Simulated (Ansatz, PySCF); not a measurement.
Input for PySCF:
```python
from pyscf import gto, scf, dft

mol = gto.M(
    atom='''
B     0.882639    0.092840   -0.007377
N    -0.616010   -0.067843   -0.009475
H     1.537489   -0.852543    0.171414
H     1.320212    1.160973   -0.156671
H    -0.930545    0.076520    0.961326
H    -0.927964   -1.006052   -0.287862
H    -1.100315    0.631803   -0.584997
''',
    basis='6-311g**',
    charge=1,
    spin=0,
    verbose=4,
)

mf = dft.RKS(mol)
mf.xc = 'revpbe'
mf.grids.atom_grid = (99, 590)
mf.grids.prune = None
mf.kernel()
```

Question: Write the same job for Ansatz (a quantum-chemistry and plane-wave program).

Answer: This is not unique; one that fits is 
Ansatz 0.2 input:
```yaml
crystal:
  periodic: [false, false, false]
  atoms:
    - {symbol: B, position_ang: [0.88263881, 0.09284034, -0.00737737]}
    - {symbol: N, position_ang: [-0.61601020, -0.06784319, -0.00947475]}
    - {symbol: H, position_ang: [1.53748945, -0.85254254, 0.17141440]}
    - {symbol: H, position_ang: [1.32021174, 1.16097305, -0.15667069]}
    - {symbol: H, position_ang: [-0.93054469, 0.07651970, 0.96132550]}
    - {symbol: H, position_ang: [-0.92796378, -1.00605227, -0.28786176]}
    - {symbol: H, position_ang: [-1.10031533, 0.63180265, -0.58499732]}
basis:
  gaussian:
    orbitals: 6-311G__.json
hamiltonian:
  xc: revpbe
total_charge: 1
accuracy: high
```
The basis file holds 6-311G** in the JSON format of the Basis Set Exchange.

Both were run: PySCF gave -82.331621 Eh and Ansatz -82.331621 Eh, 0.000 mEh apart.
